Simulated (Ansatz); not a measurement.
One change: `C=C[Si@@H](O)[Si@@H](O)F` becomes `C[Si@H](O)[Si@H](O)F`.

Ansatz, PBE0-D4/def2-TZVP geometries, multiplicity 1. Each molecule was computed in one conformer, which needn't be the lowest.

```
                                        property  `C=C[Si@@H](O)[Si@@H](O)F`
               LUMO energy (PBE/def2-TZVPP) / eV                       -1.65
           HOMO energy (ωB97M-V/def2-TZVPP) / eV                       -9.50
             HOMO–LUMO gap (PBE/def2-TZVPP) / eV                        4.61
            HOMO–LUMO gap (PBE0/def2-TZVPP) / eV                        6.71
size of the dipole moment (B3LYP/def2-TZVPP) / D                        1.19
           HOMO–LUMO gap (B3LYP/def2-TZVPP) / eV                        6.33
```

Question: What does the change do to each property? (Best estimate.)

Answer: Ansatz gave: 
```json
{"property": "LUMO energy (PBE/def2-TZVPP) / eV", "`C[Si@H](O)[Si@H](O)F`": "-1.30", "shift": "0.35"}
{"property": "HOMO energy (ωB97M-V/def2-TZVPP) / eV", "`C[Si@H](O)[Si@H](O)F`": "-9.80", "shift": "-0.30"}
{"property": "HOMO–LUMO gap (PBE/def2-TZVPP) / eV", "`C[Si@H](O)[Si@H](O)F`": "5.13", "shift": "0.52"}
{"property": "HOMO–LUMO gap (PBE0/def2-TZVPP) / eV", "`C[Si@H](O)[Si@H](O)F`": "7.27", "shift": "0.56"}
{"property": "size of the dipole moment (B3LYP/def2-TZVPP) / D", "`C[Si@H](O)[Si@H](O)F`": "1.61", "shift": "0.42"}
{"property": "HOMO–LUMO gap (B3LYP/def2-TZVPP) / eV", "`C[Si@H](O)[Si@H](O)F`": "6.86", "shift": "0.53"}
```

With PBE0 the HOMO falls by 0.28 eV and the LUMO rises by 0.27 eV, so the gap widens by about 0.55 eV. PBE moves the HOMO by -0.17 eV and ωB97M-V by -0.30 eV. Dipoles are sizes alone; their direction can turn.

B3LYP here is the variant with VWN-RPA as its local correlation; programs differ in this.
